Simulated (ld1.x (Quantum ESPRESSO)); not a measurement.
**Which change was made? (Bi, PAW)**

ld1.x (Quantum ESPRESSO) 7.5 input, shortened:

```
&input
   title='Bi', zed=83., rel=1, dft='PBE', iswitch=3,
   config='[Xe] 4f14 5d10 6s2 6p3'
 /
 &inputp
   pseudotype=3, lpaw=.true., tm=.true., lloc=-1, rcloc=1.70,
   nlcc=.true., new_core_ps=.true.,
   which_augfun='PSQ', rmatch_augfun_nc=.true.
 /
6
6S  1  0   2.00   0.00  1.65  1.85  0.0
6S  1  0   0.00   0.05  1.65  1.85  0.0
6P  2  1   3.00   0.00  1.90  2.20  0.0
6P  2  1   0.00   1.00  1.90  2.20  0.0
5D  3  2  10.00   0.00  1.95  2.10  0.0
5D  3  2   0.00  -1.55  1.95  2.10  0.0
 &test
   configts(1)='5d10 6s2 6p3'
 /
```

Cutoffs, loose and tight: the cutoffs (Ry, on a coarse ladder) from which the occupation-weighted sum of valence levels, in a spherical-Bessel basis at the reference potential, stays within 10 and 1 mRy of its value at 400 Ry. They do not see the model core or the augmentation charge, which bear on the density cutoff. Test errors are all-electron minus pseudo excitation energies from the reference, over the configurations 5d10 6s2 6p2; 5d10 6s2 6p1; 5d10 6s2 6p0; 5d10 6s2 6p2.5; 5d10 6s2 6p3.3; 5d9 6s2 6p3; 5d10 6s1 6p3; variants that change the core or the reference have their own tests. The largest error is taken over the tests solved by every variant that gives reliable tests at all, those not shown here included: 5d10 6s2 6p0; 5d10 6s2 6p1; 5d10 6s2 6p2; 5d10 6s2 6p2.5.

The base gives: outcome: generated; cutoff, loose: 30 Ry; cutoff, tight: 45 Ry; bound ghosts: s; largest test error (meV): -20.

Problem. After one change the result is: outcome: generated; cutoff, loose: 30 Ry; cutoff, tight: 45 Ry; bound ghosts: s; largest test error (meV): -21. Which change was it?
A. augmentation BESSEL, radius 1.50 bohr
B. wave 5d channel at -1.55 Ry: rcut 1.95, rcutus 2.10 bohr becomes 5d channel at 0.1 Ry: rcut 1.95, rcutus 2.10 bohr
C. local potential all-electron potential smoothed inside 1.86 bohr (lloc = -1)
D. functional LDA (PZ)

Solution. A. The others give: local potential all-electron potential smoothed inside 1.86 bohr (lloc = -1) → outcome: generated; cutoff, loose: 30 Ry; cutoff, tight: 45 Ry; bound ghosts: s; largest test error (meV): -24 | functional LDA (PZ) → outcome: failed: new_paw_hamiltonian: negative rho | wave 5d channel at -1.55 Ry: rcut 1.95, rcutus 2.10 bohr becomes 5d channel at 0.1 Ry: rcut 1.95, rcutus 2.10 bohr → outcome: generated, overlap not positive; bound ghosts: s (d not tested, overlap not positive); largest test error (meV): -23. A file whose overlap is not positive is unfit for use, and its test errors describe a broken file.
